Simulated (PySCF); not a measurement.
B3LYP has the VWN-RPA correlation part, as in Gaussian. Delta-SCF ions had no search for a lower state. Excitations are Tamm–Dancoff values on a coarser integration grid. The basis has no diffuse functions, so Rydberg states are missing or too high.

Cartesian coordinates (Å):
```xyz
16

O     -3.4928    -0.9615     0.8518
C     -2.3858    -1.3530     0.5465
C     -1.2527    -0.4588     0.2997
C     -0.0088    -0.8813    -0.0426
C      1.0052     0.1765    -0.2502
C      2.4034    -0.2336    -0.6317
F      2.3992    -0.9290    -1.7847
F      3.2191     0.8151    -0.7880
F      2.9385    -1.0365     0.3075
C      0.6031     1.4572    -0.0812
Si    -1.2298     1.4250     0.3898
H     -2.1723    -2.4484     0.4349
H      0.2589    -1.9369    -0.1655
H      1.2947     2.2904    -0.2171
H     -2.0945     2.0975    -0.6158
H     -1.4854     1.9772     1.7465
```
Charge 0, spin multiplicity 1.

Give the HOMO, LUMO, HOMO–LUMO gap, T1 excitation (TDA), S1–T1 gap (TDA), S1 excitation (TDA), vertical ionisation energy (Delta-SCF) and dipole moment at the level B3LYP-D3(BJ)/def2-TZVP // B3LYP-D3(BJ)/def2-SVP (PySCF).


* **HOMO**: -7.52 eV
* **LUMO**: -3.18 eV
* **HOMO–LUMO gap**: 4.33 eV
* **T1 excitation (TDA)**: 2.47 eV
* **S1–T1 gap (TDA)**: 0.67 eV
* **S1 excitation (TDA)**: 3.14 eV
* **vertical ionisation energy (Delta-SCF)**: 9.53 eV
* **dipole moment**: 1.50 D
